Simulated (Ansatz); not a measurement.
Zn₂Cu (the lowest doublet isomer of a short search) was relaxed with PBE-D4 (def2-TZVP) in Ansatz in these states: neutral doublet, neutral quartet. The geometries follow in no particular order.

A:

Cartesian coordinates in Å:
```
Cu 0.000 0.001 -0.001
Zn 2.453 -0.068 0.316
Zn -2.454 0.068 -0.315
```

B:

Cartesian coordinates in Å:
```
Cu -1.069 -0.842 0.234
Zn 0.097 1.207 0.715
Zn 0.972 -0.366 -0.949
```

Problem. Judge from the bond lengths which geometry belongs to which state (an estimate).

Solution. A is the neutral doublet (Cu1–Zn3 2.475 Å, Cu1–Zn2 2.475 Å); B is the neutral quartet (Cu1–Zn3 2.406 Å, Cu1–Zn2 2.406 Å).

At PBE0-D4/def2-TZVP a doublet lies 2.10 eV below the neutral quartet. These are the stationary points nearest to one start from a short search; other shapes may lie lower in each state.
